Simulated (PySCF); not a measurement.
Ionisation energy of B(2+) by level of theory

B(2+) [He] 2s1 (2S) → B(3+) 1s2 (1S), as a difference of total energies. Computed with PySCF 2.14 in def2-TZVPPD, with no relativity, point nucleus. Correlated levels: valence and next inner shell: nothing frozen. The calculations carry no spin-orbit coupling.

```tsv
method	ionisation energy (eV)
UHF	37.810
PBE	38.267
PBE0	38.212
r2SCAN	37.841
M06	37.647
LC-wPBE	38.351
TPSS	38.150
MP2 (valence and next inner shell)	37.827
SCS-MP2 (valence and next inner shell)	37.827
```

Q: Estimate what r2SCAN0 gives.

A: 37.902 eV, closest to r2SCAN among the rows shown.

Q: Estimate what LDA gives.

A: 37.881 eV, closest to r2SCAN among the rows shown.

Errors of the correlated levels include the incompleteness of this basis.

For comparison: 37.931 eV (measured; NIST Atomic Spectra Database, ionization energies).
